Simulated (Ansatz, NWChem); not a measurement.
Ligand exchange: InH2(NH2) + SiH2(NH2)(SiH3) → SiH3(InH2) + SiH2(NH2)2

Species: InH2(NH2), singlet; SiH2(NH2)(SiH3), singlet; SiH3(InH2), singlet; SiH2(NH2)2, singlet. The partners trade NH2 for SiH3: In–NH2 and Si–SiH3 bonds give way to In–SiH3 and Si–NH2.

Shapes, held fixed at every level: PBE0-D4/def2-TZVP. Flexible molecules stand in one conformer, not always the lowest. Programs: Ansatz 0.2.0. Electronic energies: no zero-point or thermal term.

| level | kind | ΔE (kJ/mol) | less CCSD(T)/def2-TZVPP |
| --- | --- | --- | --- |
| B3LYP-D4/def2-TZVPP | global hybrid | -74.2 | -1.6 |
| BHLYP-D4/def2-TZVPP | global hybrid | -82.3 | -9.7 |
| B2PLYP/def2-TZVPP | double hybrid | -74.7 | -2.1 |
| MP2/def2-TZVPP | perturbation theory | -75.5 | -2.9 |
| CCSD(T)/def2-SVP | coupled cluster or CI | -69.2 | +3.4 |
| CCSD/def2-SVP | coupled cluster or CI | -72.8 | -0.2 |
| CCSD/def2-TZVPP | coupled cluster or CI | -76.1 | -3.5 |
| CCSD(T)/def2-TZVPP | coupled cluster or CI | -72.6 | 0.0 |

The highest level, CCSD(T)/def2-TZVPP, gives ΔE = -72.6 kJ/mol; the levels span -82.3 to -69.2. The column of differences is taken from that level and isn't an error. No measured value is set beside it here. For atoms past krypton def2 sets carry core potentials with scalar relativity. Outer-core shells of In are correlated in most correlated rows, in sets that cover them unevenly.
